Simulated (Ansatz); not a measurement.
Z-matrix (Å, degrees):
```
In
S 1 2.3715
H 2 1.3405 1 93.86
S 1 2.3743 2 118.32 3 179.56
H 4 1.3401 1 94.18 2 179.84
S 1 2.3777 2 119.37 3 -0.46
H 6 1.3400 1 94.49 2 179.43
```
Charge 0, spin multiplicity 1.

The numbers are results of frozen-core CCSD(T)/def2-TZVPP // CAM-B3LYP-D3(BJ)/def2-TZVP (Ansatz, a first-principles code), not measurements.

* **HF energy**: -1383.70461 Ha
* **MP2 correlation energy**: -0.81220 Ha

Task: Estimate the CCSD correlation energy, the (T) correction, the total energy and the T1 diagnostic.

Result: 
The CCSD correlation energy is -0.85624 Ha and the (T) correction comes out as -0.03720 Ha. The CCSD(T) total energy is -1384.59805 Ha. The T1 diagnostic is 0.013.
